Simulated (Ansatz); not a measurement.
`C[O][Ge]([CH3])([NH2])[F]` + HCl → `C[O][Ge]([CH3])([NH2])[Cl]` + H–F  (ligand exchange at a Ge–F bond)

Calculated with Ansatz (gas phase, PBE0-D4/def2-TZVP geometries, no zero-point term in ΔE). CBS: MP2 limit from def2 TZ/QZ plus the TZ coupled-cluster correction, frozen cores. This one scheme is used for every species. For Ge outer-core shells are correlated without core-valence functions, which leaves a few kJ/mol of doubt a bond. Scalar relativity is left out up to krypton. One conformer a species, not always the lowest.

`C[O][Ge]([CH3])([NH2])[F]`:

Cartesian coordinates in Å:
```
C -1.097 1.393 1.350
O 0.174 1.098 0.816
Ge 0.447 -0.428 -0.019
C -0.522 -0.659 -1.669
N 2.244 -0.505 -0.189
F -0.176 -1.654 1.070
H -1.435 0.625 2.053
H -1.856 1.506 0.565
H -1.022 2.343 1.884
H -0.257 0.135 -2.367
H -0.275 -1.624 -2.112
H -1.594 -0.630 -1.475
H 2.618 -1.371 -0.547
H 2.751 -0.229 0.640
```

HCl:

```xyz
2

Cl    0.424   -0.457   -0.141
H    -0.424    0.457    0.141
```

`C[O][Ge]([CH3])([NH2])[Cl]`:

Z-matrix (Å, degrees):
```
C
O 1 1.409
H 1 1.095 2 111.9
H 1 1.097 2 112.0 3 122.1
H 1 1.092 2 107.7 3 -119.2
Ge 2 1.763 1 120.7 3 -58.0
N 6 1.811 2 102.7 1 171.4
C 6 1.931 2 114.5 1 -65.3
Cl 6 2.183 2 106.3 1 52.2
H 7 1.010 6 115.0 2 -171.0
H 7 1.011 6 113.3 2 -44.3
H 8 1.090 6 109.4 2 -59.1
H 8 1.090 6 109.9 2 61.4
H 8 1.090 6 109.7 2 -179.2
```

H–F:

Z-matrix (Å, degrees):
```
F
H 1 0.920
```

```
                     species  CCSD(T)/CBS(def2) energy (Eh)
 `C[O][Ge]([CH3])([NH2])[F]`                    -2386.79276
                         HCl                     -460.38127
`C[O][Ge]([CH3])([NH2])[Cl]`                    -2746.78228
                         H–F                     -100.39570
```

Work out ΔE.

ΔE = (-2746.78228) + (-100.39570) − (-2386.79276) − (-460.38127) = -0.00395 Eh = -2.5 kcal/mol.

Largest T1 diagnostic among the species: 0.011.

The D4 term adds −1.9 kcal/mol with B3LYP and −1.1 kcal/mol with PBE0; it sums over pairs of atoms, weighted by their polarisabilities, and B3LYP, whose exchange is more repulsive, gets the larger term. In def2-TZVPP, CCSD(T) changes the Hartree–Fock value by −2.4 kcal/mol (the triples alone add −0.6 kcal/mol) and MP2 by −4.1 kcal/mol.

B3LYP here is the variant with VWN-RPA as its local correlation; programs differ in this.
